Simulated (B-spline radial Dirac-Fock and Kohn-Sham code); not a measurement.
Level of theory: the Dirac equation of a negative muon with reduced mass in the field of a spherical finite nucleus, with the Uehling potential to all orders; nuclear polarisation, deformation, hyperfine structure, self-energy, higher-order vacuum polarisation, relativistic recoil and electron screening are left out; a radial B-spline solver. The nuclear charge is a Fermi distribution (skin thickness 2.3 fm).

Question: A muonic atom of atomic mass 154.93 u emits these computed lines: 2p3/2 → 1s1/2 4798 keV, 3d5/2 → 2p3/2 1680 keV, 4f7/2 → 3d5/2 604.7 keV, 5g9/2 → 4f7/2 278.3 keV. Which element is it, and what rms charge radius was used?

Answer: Dysprosium (Z = 66, nuclide ¹⁵⁵Dy); the high transitions hardly feel the nucleus and fix Z. The 2p → 1s line lies 5147 keV below the value for a point nucleus without QED, which for this nuclear model gives a radius near 5.15 fm (5.1457 fm was used).
